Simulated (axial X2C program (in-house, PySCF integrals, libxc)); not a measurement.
# Worked dissociation energy of CI⁻: CCSD(T), two-component

All values were computed with an in-house relativistic program for diatomic molecules. Two-component (2c) means X2C with spin–orbit coupling and atomic mean-field two-electron Coulomb and Gaunt terms. Basis: I dyall-acv3z [12s13p9d5f1g], C dyall-av3z [8s7p3d2f] (cores contracted in-house); Gaussian nuclei, density fitting, unrestricted open shells. Masses: I 126.904 u, C 12.000 u.

Molecular state: Ω = 1 (⟨Sz⟩ = 1.00, ⟨Lz⟩ = 0.00 at HF).

Correlated methods: 12 electrons correlated (number of frozen shells: I 4 s, 3 p, 2 d; C 1 s), 280 virtual spin orbitals or spinors in MP2, 90 natural virtuals in coupled cluster.

```
E(I-) (2M_J = 0) : -7110.036094 hartree
E(C) (2M_J = 4)  : -37.798572 hartree
E(CI⁻) at Re     : -7147.885610 hartree
ωe               : 384.5 cm⁻¹
ωexe             : 2.95 cm⁻¹
```

(1) Work out De and D0.

Occupations by symmetry block were frozen at the best pattern of an incomplete PBE0 search. De is counted from the lowest determinant-based energies of the atoms at the same level, without counterpoise correction. CCSD and (T) use frozen natural virtuals with an MP2 correction for the truncation; (T) itself is uncorrected, so its De runs slightly low. In 2c an atomic determinant is not the ground J level, so De misses part of the atomic spin–orbit lowering. This holds for CCSD(T). With several unpaired electrons one determinant need not be a pure state. Open-shell Ω = 0 determinants with evenly filled partner blocks cannot be reached by this program, so the Ω shown need not be the lowest component. This is the Ω = 1 component of a π² triplet; the 0⁺ component is not one determinant and can lie lowest.

Each atomic determinant is the lowest at this level and need not be a pure J level. Totals compare only within one Hamiltonian and basis.

## Answers

(1) De = -7110.036094 + (-37.798572) − (-7147.885610) = 0.05094 hartree = 1.386 eV. The zero-point energy is ωe/2 − ωexe/4 = 192 cm⁻¹ = 0.024 eV, so D0 = 1.363 eV.
